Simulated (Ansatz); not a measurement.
Consider the ligand exchange at the Si–C bond: `[CH3][GaH]/[N]=C\[SiH3]` + `O[SiH3]` → `[SiH3]O[SiH3]` + `C=[N][GaH][CH3]`.

Computed with Ansatz on PBE0-D4/def2-TZVP structures; ΔE is electronic, products minus reactants. CCSD(T)/CBS adds triple-zeta CCSD(T) − MP2 to the extrapolated MP2 energy (def2 sets, frozen cores). DFT in def2-TZVPP. For Ga outer-core shells are correlated without core-valence functions, which leaves a few kJ/mol of doubt a bond. Scalar relativity is left out up to krypton. One conformer a species, not always the lowest.

```tsv
level	ΔE (eV)
r2SCAN-D4	-1.14
ωB97M-V	-1.17
B2PLYP	-1.22
HF/CBS(def2)	-1.49
```

Task: What does CCSD(T)/CBS give? (Best estimate.)

Result: Ansatz gave: -1.17 eV. The listed levels differ from it by 0.03, 0.00, -0.05, -0.32 eV.

Largest T1 diagnostic among the species: 0.015.

The D4 term adds +0.03 eV with B3LYP and +0.02 eV with PBE0; it sums over pairs of atoms, weighted by their polarisabilities, and B3LYP, whose exchange is more repulsive, gets the larger term. In def2-TZVPP, CCSD(T) changes the Hartree–Fock value by +0.29 eV (the triples alone add +0.05 eV) and MP2 by +0.26 eV. From PBE to PBE0 (25 % exact exchange), in def2-TZVPP and without D4, ΔE moves by −0.10 eV.

B3LYP here is the variant with VWN-RPA as its local correlation; programs differ in this.
